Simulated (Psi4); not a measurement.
IZn, doublet, geometry from GFN2-xTB (such geometries of metal compounds can be far from the true shape) (the spin is typed, not shown lowest) (all electrons, no relativity); Psi4 with HF/STO-3G.

Here is a job for Psi4.
```
memory 2 GB

molecule {
0 2
Zn   -0.00000000   -0.00000000   -1.67739996
I     0.00000000    0.00000000    0.94947168
}

set {
  basis sto-3g
  reference uhf
  scf_type pk
}

energy('scf')
print_variables()
```

Predict the main parts of the log of this Psi4 run.


```
   => Loading Basis Set <=

    Name: STO-3G
    Role: ORBITAL
    Keyword: BASIS

         ---------------------------------------------------------
                                   SCF
               by Justin Turney, Rob Parrish, Andy Simmonett
                          and Daniel G. A. Smith
                              UHF Reference
         ---------------------------------------------------------

  ==> Geometry <==

    Molecular point group: c2v
    Full point group: C_inf_v

    Geometry (in Angstrom), charge = 0, multiplicity = 2:

       Center              X                  Y                   Z               Mass
    ------------   -----------------  -----------------  -----------------  -----------------
         ZN           0.000000000000     0.000000000000    -1.746871273844    63.929142010000
         I            0.000000000000     0.000000000000     0.880000366156   126.904471900000

  Running in c2v symmetry.

  Rotational constants: A = ************  B =      0.05746  C =      0.05746 [cm^-1]
  Rotational constants: A = ************  B =   1722.73536  C =   1722.73536 [MHz]
  Nuclear repulsion =  320.301819149907089

  Charge       = 0
  Multiplicity = 2
  Electrons    = 83
  Nalpha       = 42
  Nbeta        = 41

  ==> Algorithm <==

  SCF Algorithm Type is PK.
  DIIS enabled.
  MOM disabled.
  Fractional occupation disabled.
  Guess Type is SAD.
  Energy threshold   = 1.00e-06
  Density threshold  = 1.00e-06
  Integral threshold = 1.00e-12

  ==> Primary Basis <==

  Basis Set: STO-3G
    Blend: STO-3G
    Number of shells: 19
    Number of basis functions: 45
    Number of Cartesian functions: 48
    Spherical Harmonics?: true
    Max angular momentum: 2

  ==> Integral Setup <==

  Using in-core PK algorithm.
   Calculation information:
      Number of atoms:                   2
      Number of AO shells:              19
      Number of primitives:             57
      Number of atomic orbitals:        48
      Number of basis functions:        45

      Integral cutoff                 1.00e-12
      Number of threads:                 1

  Performing in-core PK
  Using 1072260 doubles for integral storage.
  We computed 10881 shell quartets total.
  Whereas there are 18145 unique shell quartets.

  ==> DiskJK: Disk-Based J/K Matrices <==

    J tasked:                  Yes
    K tasked:                  Yes
    wK tasked:                  No
    Schwarz Cutoff:          1E-12

  Minimum eigenvalue in the overlap matrix is 3.2530334727E-01.
  Reciprocal condition number of the overlap matrix is 1.8513201319E-01.
    Using symmetric orthogonalization.

  ==> Pre-Iterations <==

  SCF Guess: Superposition of Atomic Densities via on-the-fly atomic UHF (no occupation information).

   -------------------------
    Irrep   Nso     Nmo
   -------------------------
     A1        22      22
     A2         3       3
     B1        10      10
     B2        10      10
   -------------------------
    Total      45      45
   -------------------------

  ==> Iterations <==

                        Total Energy        Delta E     RMS |[F,P]|

   @UHF iter SAD: -8604.33055184724799   -8.60433e+03   0.00000e+00
    Occupation by irrep:
             A1    A2    B1    B2
    DOCC [    21,    2,    9,    9 ]
    SOCC [     0,    1,    0,    0 ]
    NA   [    21,    3,    9,    9 ]
    NB   [    21,    2,    9,    9 ]

   @UHF iter   1: -8606.73106440123956   -2.40051e+00   3.01340e-02 ADIIS/DIIS
    Occupation by irrep:
             A1    A2    B1    B2
    DOCC [    21,    3,    9,    8 ]
    SOCC [     0,    0,    0,    1 ]
    NA   [    21,    3,    9,    9 ]
    NB   [    21,    3,    9,    8 ]

   @UHF iter   2: -8597.92374147754890    8.80732e+00   2.28523e-02 ADIIS/DIIS
   @UHF iter   3: -8606.22988867728418   -8.30615e+00   4.04027e-02 ADIIS/DIIS
   @UHF iter   4: -8606.82688098860490   -5.96992e-01   2.69788e-02 ADIIS/DIIS
   @UHF iter   5: -8606.85351964449546   -2.66387e-02   2.59911e-02 ADIIS/DIIS
[...]
   @UHF iter  15: -8608.07941720134113   -5.12001e-04   1.40744e-03 ADIIS/DIIS
   @UHF iter  16: -8608.07941659829885    6.03042e-07   1.41110e-03 ADIIS/DIIS
   @UHF iter  17: -8608.07954037200216   -1.23774e-04   1.37360e-03 ADIIS/DIIS
   @UHF iter  18: -8608.08100149636630   -1.46112e-03   4.41112e-04 ADIIS/DIIS
   @UHF iter  19: -8608.08119956203518   -1.98066e-04   7.51826e-05 DIIS
   @UHF iter  20: -8608.08120697063168   -7.40860e-06   8.41767e-05 DIIS
   @UHF iter  21: -8608.08122130958145   -1.43389e-05   8.13026e-05 DIIS
   @UHF iter  22: -8608.08120915042491    1.21592e-05   7.43881e-05 DIIS
   @UHF iter  23: -8608.08114709095935    6.20595e-05   2.99582e-05 DIIS
   @UHF iter  24: -8608.08113760674314    9.48422e-06   3.20235e-05 DIIS
   @UHF iter  25: -8608.08113798570957   -3.78966e-07   2.75143e-05 DIIS
   @UHF iter  26: -8608.08113899358432   -1.00787e-06   2.99510e-05 DIIS
   @UHF iter  27: -8608.08113880211567    1.91469e-07   3.23348e-05 DIIS
   @UHF iter  28: -8608.08113987074285   -1.06863e-06   2.35607e-05 DIIS
   @UHF iter  29: -8608.08114027381816   -4.03075e-07   2.37451e-05 DIIS
   @UHF iter  30: -8608.08113130938546    8.96443e-06   1.60138e-05 DIIS
   @UHF iter  31: -8608.08112326601258    8.04337e-06   8.40654e-06 DIIS
   @UHF iter  32: -8608.08112262936083    6.36652e-07   6.28036e-06 DIIS
   @UHF iter  33: -8608.08112252362662    1.05734e-07   6.77527e-06 DIIS
   @UHF iter  34: -8608.08112272438848   -2.00762e-07   2.08390e-06 DIIS
   @UHF iter  35: -8608.08112267860815    4.57803e-08   3.19801e-06 DIIS
   @UHF iter  36: -8608.08112270146557   -2.28574e-08   7.52895e-07 DIIS
  Energy and wave function converged.

  ==> Post-Iterations <==

   @Spin Contamination Metric:   5.019068522E-02
   @S^2 Expected:                7.500000000E-01
   @S^2 Observed:                8.001906852E-01
   @S   Expected:                5.000000000E-01
   @S   Observed:                5.000000000E-01

    Orbital Energies [Eh]
    ---------------------

    Alpha Occupied:

[...]
    Alpha Virtual:

[...]
    Beta Occupied:

[...]
    Beta Virtual:

[...]
       3A2     0.921291

    Final Occupation by Irrep:
             A1    A2    B1    B2
    DOCC [    21,    2,    9,    9 ]
    SOCC [     0,    1,    0,    0 ]
    NA   [    21,    3,    9,    9 ]
    NB   [    21,    2,    9,    9 ]

  @UHF Final Energy: -8608.08112270146557

   => Energetics <=

    Nuclear Repulsion Energy =            320.3018191499070895
    One-Electron Energy =              -12546.4193294004617201
    Two-Electron Energy =                3618.0363875490884311
    Total Energy =                      -8608.0811227014673932

  UHF NO Occupations:
  HONO-2 :    9 B1 1.9994223
  HONO-1 :   21 A1 1.9757635
  HONO-0 :    3 A2 1.0000000
  LUNO+0 :   22 A1 0.0242365
  LUNO+1 :   10 B1 0.0005777
  LUNO+2 :   10 B2 0.0005752

Computation Completed

Properties will be evaluated at   0.000000,   0.000000,   0.000000 [a0]

Properties computed using the SCF density matrix

 Multipole Moments:

 ------------------------------------------------------------------------------------
     Multipole            Electronic (a.u.)      Nuclear  (a.u.)        Total (a.u.)
 ------------------------------------------------------------------------------------

 L = 1.  Multiply by 2.5417464519 to convert [e a0] to [Debye]
 Dipole X            :          0.0000000            0.0000000            0.0000000
 Dipole Y            :          0.0000000            0.0000000            0.0000000
 Dipole Z            :          9.2752634          -10.8963854           -1.6211219
 Magnitude           :                                                    1.6211219

 ------------------------------------------------------------------------------------

  Variable Map:
  ----------------------------------------------------------------------------
[...]
  Array Variable Map:
  ----------------------------------------------------------------------------
[...]
[...]
```
